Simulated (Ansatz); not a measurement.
`C[O][InH][C]#N` + H₂ → `N#[C][InH2]` + CH₃OH at 700 K and 1 bar (hydrogenolysis of the In–O bond).

Isolated molecules relaxed with PBE0-D4/def2-TZVP in Ansatz; ΔE leaves out vibrations. CCSD(T)/CBS adds triple-zeta CCSD(T) − MP2 to the extrapolated MP2 energy (def2 sets, frozen cores). This one scheme is used for every species. Elements past krypton have def2 core potentials. For In outer-core shells are correlated without core-valence functions, which leaves a few kJ/mol of doubt a bond. Each species was taken in one conformer, which may not be the lowest.

```json
{"species": "`C[O][InH][C]#N`", "CCSD(T)/CBS energy (Eh)": "-398.17531", "H − E (kJ/mol)": "218.9", "S (J/(mol·K))": "480.9"}
{"species": "H₂", "CCSD(T)/CBS energy (Eh)": "-1.17544", "H − E (kJ/mol)": "46.8", "S (J/(mol·K))": "155.3"}
{"species": "`N#[C][InH2]`", "CCSD(T)/CBS energy (Eh)": "-283.72690", "H − E (kJ/mol)": "97.9", "S (J/(mol·K))": "360.6"}
{"species": "CH₃OH", "CCSD(T)/CBS energy (Eh)": "-115.61712", "H − E (kJ/mol)": "170.8", "S (J/(mol·K))": "288.5"}
```

H − E and S are ideal-gas, rigid-rotor, harmonic terms from PBE0-D4/def2-TZVP, for one conformer and one mirror image of each species. The MP2-based limit puts H₂ 0.8 mEh under its directly extrapolated value; such offsets cancel only in part. 1 Eh = 2625.50 kJ/mol, R = 8.31446 J/(mol·K).

Problem. By hand: ΔE, ΔH, ΔS and ΔG.

Solution. ΔE = (-283.72690) + (-115.61712) − (-398.17531) − (-1.17544) = 0.00673 Eh = 17.7 kJ/mol. Δ(H − E) = 97.9 + 170.8 − 218.9 − 46.8 = 3.0, so ΔH = 20.7 kJ/mol. ΔS = 360.6 + 288.5 − 480.9 − 155.3 = 12.9 J/(mol·K). ΔG = 20.7 − 700 × (12.9)/1000 = 11.7 kJ/mol.

Problem. By hand: the equilibrium constant, and the temperature at which ΔG would vanish if ΔH and ΔS stayed fixed.

Solution. log₁₀ K = −ΔG/(RT ln 10) = -0.9. ΔG = 0 at ΔH/ΔS = 1605 K, though so small a ΔS makes that figure unsure.

TΔS isn't small against ΔH here. A doubt of 5 kJ/mol in ΔE shifts log₁₀ K by 0.4 here. Other conformers and mirror images would add mixing entropy, several J/(mol·K) or more a flexible species. These are equilibria of isolated gas molecules and say nothing of rates. Largest T1 diagnostic: 0.017 (customary marks: 0.02 for closed shells, 0.045 for open ones).
